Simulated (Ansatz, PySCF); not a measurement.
Species: GeBr₂, net charge 1, doublet state. 
Structure (B3LYP-D3(BJ)/def2-TZVP (Ansatz, an electronic-structure program) minimum search):
```xyz
3

Ge    -0.0110    -0.0243     0.7678
Br     1.0941    -1.6255    -0.3871
Br    -1.0840     1.6477    -0.3149
```
Charge +1, spin multiplicity 2.

Total electronic energies in hartree. Cores are frozen in the correlated levels unless marked. UHF or UKS for open shells. No spin-orbit coupling. The frozen core is the preceding noble-gas configuration, with the filled d and f shells of earlier blocks. Non-relativistic. CBS(X,Y): correlation extrapolated as X^-3; Hartree-Fock from the larger set. The bracket is a focal-point correction in the basis named.

| level | program | energy (Eh) |
|---|---|---|
| HF/def2-TZVPD | PySCF | -7219.97123 |
| HF-D3(BJ)/def2-TZVPD | PySCF + dftd3 | -7220.00293 |
| HF-D4/def2-TZVPD | PySCF + dftd4 | -7219.98233 |
| PBE-D3(BJ)/def2-TZVPD | Ansatz + dftd3 | -7223.98515 |
| M06-L/def2-TZVPD | PySCF | -7224.82331 |
| LC-wPBE-D3(BJ)/def2-TZVPD | Ansatz + dftd3 | -7224.05430 |
| LC-wPBE-D4/def2-TZVPD | Ansatz + dftd4 | -7224.05442 |
| SCS-MP2/aug-cc-pVDZ | Ansatz | -7220.16436 |
| RI-MP2/CBS(aug-cc-pVTZ,aug-cc-pVQZ)+[CCSD(T)-MP2]/aug-cc-pVTZ | Ansatz | -7220.6191 |

Totals of different functionals don't rank their quality; only differences between species are comparable.
